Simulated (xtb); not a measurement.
A run for xtb: GFN1-xTB on CoSi, 2S+1 = 2, a spin state set in the input, which need not be the lowest, a point of a bond scan (R = 2.354 Å).

```
$ xtb mol.xyz --gfn 1 --sp --chrg 0 --uhf 1
2

Co     0.00000000     0.00000000     0.00000000
Si     0.00000000     0.00000000     2.35400300
```

It printed:

```
[...]
           -------------------------------------------------
          |                Calculation Setup                |
           -------------------------------------------------



           -------------------------------------------------
          |                 G F N 1 - x T B                 |
           -------------------------------------------------

        Reference                      10.1021/acs.jctc.7b00118
      * Hamiltonian:
        H0-scaling (s, p, d)           1.850000    2.250000    2.000000
        zeta-weighting                 0.000000
      * Dispersion:
        s8                             2.400000
        a1                             0.630000
        a2                             5.000000
        s9                             0.000000
      * Repulsion:
        kExp                           1.500000
        rExp                           1.000000
      * Coulomb:
        alpha                          2.000000
        third order                    atomic
        anisotropic                    false
      * Halogen bond correction:
        rad-scale                      1.300000
        damping                        0.440000


          ...................................................
          :                      SETUP                      :
          :.................................................:
          :  # basis functions                  20          :
          :  # atomic orbitals                  18          :
          :  # shells                            6          :
          :  # electrons                        13          :
          :  # halogen bonds                     0          :
          :  max. iterations                   250          :
          :  Hamiltonian                  GFN1-xTB          :
          :  restarted?                      false          :
          :  GBSA solvation                  false          :
          :  PC potential                    false          :
          :  electronic temp.          300.0000000     K    :
          :  accuracy                    1.0000000          :
          :  -> integral cutoff          0.2500000E+02      :
          :  -> integral neglect         0.1000000E-07      :
          :  -> SCF convergence          0.1000000E-05 Eh   :
          :  -> wf. convergence          0.2000000E-04 e    :
          :  Broyden damping             0.4000000          :
          :  net charge                          0          :
          :  unpaired electrons                  1          :
          ...................................................

 iter      E             dE          RMSdq      gap      omega  full diag
   1     -4.7874838 -0.478748E+01  0.269E+01    0.13       0.0  T
   2     -4.7726428  0.148410E-01  0.361E+01    0.00       1.0  T
   3     -4.7752724 -0.262959E-02  0.204E+01    0.14       1.0  T
   4     -4.8856396 -0.110367E+00  0.133E+01    0.14       1.0  T
   5     -4.9346114 -0.489718E-01  0.118E+01    0.13       1.0  T
   6     -4.7457951  0.188816E+00  0.180E+01    0.16       1.0  T
   7     -4.6556304  0.901647E-01  0.369E+01    0.00       1.0  T
   8     -4.8484819 -0.192852E+00  0.151E+01    0.15       1.0  T
   9     -5.0936337 -0.245152E+00  0.542E+00    0.04       1.0  T
  10     -5.0525161  0.411176E-01  0.736E+00    0.07       1.0  T
  11     -4.9963868  0.561294E-01  0.109E+01    0.00       1.0  T
  12     -4.9782997  0.180871E-01  0.102E+01    0.11       1.0  T
  13     -5.1240450 -0.145745E+00  0.299E+00    0.00       1.0  T
  14     -5.1157050  0.834002E-02  0.375E+00    0.02       1.0  T
  15     -5.1315712 -0.158662E-01  0.200E+00    0.00       1.0  T
  16     -5.1341653 -0.259407E-02  0.151E+00    0.00       1.0  T
  17     -5.1370093 -0.284397E-02  0.626E-01    0.00       1.0  T
  18     -5.1374996 -0.490312E-03  0.279E-01    0.00       1.0  T
  19     -5.1375905 -0.909229E-04  0.120E-01    0.00       1.0  T
  20     -5.1376111 -0.205320E-04  0.405E-02    0.00       1.7  T
  21     -5.1376120 -0.934970E-06  0.290E-02    0.00       2.4  T
  22     -5.1376131 -0.112672E-05  0.116E-02    0.00       6.1  T
  23     -5.1376133 -0.197672E-06  0.920E-04    0.00      76.9  T
  24     -5.1376133 -0.118580E-08  0.278E-04    0.00     254.2  T
  25     -5.1376133 -0.101959E-09  0.944E-05    0.00     749.4  T
  26     -5.1376133 -0.132561E-10  0.598E-07    0.00  100000.0  T

   *** convergence criteria satisfied after 26 iterations ***

         #    Occupation            Energy/Eh            Energy/eV
      -------------------------------------------------------------
         1        2.0000           -0.5714441             -15.5498
         2        2.0000           -0.3364458              -9.1552
         3        2.0000           -0.3321674              -9.0387
         4        2.0000           -0.3321674              -9.0387
         5        2.0000           -0.3261860              -8.8760
         6        2.0000           -0.3261860              -8.8760
         7        0.4009           -0.2945974              -8.0164 (HOMO)
         8        0.4009           -0.2945974              -8.0164 (LUMO)
         9        0.1981           -0.2936508              -7.9906
        10                         -0.1621500              -4.4123
        11                         -0.1621500              -4.4123
        12                         -0.1574697              -4.2850
       ...                                ...                  ...
        18                          1.0026972              27.2848
      -------------------------------------------------------------
                  HL-Gap            0.0000000 Eh            0.0000 eV
             Fermi-level           -0.3027251 Eh           -8.2376 eV

 SCC (total)                   0 d,  0 h,  0 min,  0.004 sec
 SCC setup                      ...        0 min,  0.000 sec (  2.376%)
 Dispersion                     ...        0 min,  0.000 sec (  1.070%)
 classical contributions        ...        0 min,  0.000 sec (  0.695%)
 integral evaluation            ...        0 min,  0.001 sec ( 18.128%)
 iterations                     ...        0 min,  0.003 sec ( 60.864%)
 molecular gradient             ...        0 min,  0.001 sec ( 14.157%)
 printout                       ...        0 min,  0.000 sec (  2.464%)

         :::::::::::::::::::::::::::::::::::::::::::::::::::::
         ::                     SUMMARY                     ::
         :::::::::::::::::::::::::::::::::::::::::::::::::::::
         :: total energy              -5.133238555619 Eh    ::
         :: gradient norm              0.061085397268 Eh/a0 ::
         :: HOMO-LUMO gap              0.000000000000 eV    ::
         ::.................................................::
         :: SCC energy                -5.137613315012 Eh    ::
         :: -> electrostatic           0.006878681636 Eh    ::
         :: repulsion energy           0.004877113517 Eh    ::
         :: dispersion energy         -0.000502354125 Eh    ::
         :: halogen bond corr.         0.000000000000 Eh    ::
         :: add. restraining           0.000000000000 Eh    ::
         :: total charge              -0.000000000147 e     ::
         :::::::::::::::::::::::::::::::::::::::::::::::::::::

           -------------------------------------------------
          |                Property Printout                |
           -------------------------------------------------

    * Orbital Energies and Occupations

         #    Occupation            Energy/Eh            Energy/eV
      -------------------------------------------------------------
         1        2.0000           -0.5714441             -15.5498
         2        2.0000           -0.3364458              -9.1552
         3        2.0000           -0.3321674              -9.0387
Note: The following floating-point exceptions are signalling: IEEE_DENORMAL
normal termination of xtb
         4        2.0000           -0.3321674              -9.0387
         5        2.0000           -0.3261860              -8.8760
         6        2.0000           -0.3261860              -8.8760
         7        0.4009           -0.2945974              -8.0164 (HOMO)
         8        0.4009           -0.2945974              -8.0164 (LUMO)
         9        0.1981           -0.2936508              -7.9906
        10                         -0.1621500              -4.4123
        11                         -0.1621500              -4.4123
        12                         -0.1574697              -4.2850
        13                         -0.1176467              -3.2013
        14                         -0.1176467              -3.2013
        15                         -0.0412244              -1.1218
        16                          0.1073957               2.9224
        17                          0.1073957               2.9224
        18                          1.0026972              27.2848
      -------------------------------------------------------------
                  HL-Gap            0.0000000 Eh            0.0000 eV
             Fermi-level           -0.3027251 Eh           -8.2376 eV

  Mulliken/CM5 charges         n(s)   n(p)   n(d)
     1Co   -0.22221 -0.14958   0.013  0.271  8.938
     2Si    0.22221  0.14958   1.863  1.817  0.098

Wiberg/Mayer (AO) data.
largest (>0.10) Wiberg bond orders for each atom

 ---------------------------------------------------------------------------
     #   Z sym  total        # sym  WBO       # sym  WBO       # sym  WBO
 ---------------------------------------------------------------------------
     1  27 Co   1.776 --     2 Si   1.776
     2  14 Si   1.776 --     1 Co   1.776
 ---------------------------------------------------------------------------

Topologies differ in total number of bonds
Writing topology from bond orders to xtbtopo.mol

 dipole moment from electron density (au)
     X       Y       Z
   0.0000   0.0000   0.3734  total (Debye):    0.949


           -------------------------------------------------
          | TOTAL ENERGY               -5.133238555619 Eh   |
          | GRADIENT NORM               0.061085397268 Eh/α |
          | HOMO-LUMO GAP               0.000000000000 eV   |
           -------------------------------------------------

------------------------------------------------------------------------
------------------------------------------------------------------------
 total:
 SCF:
```

The run finished.

Cost: very roughly 0.03 core-seconds.
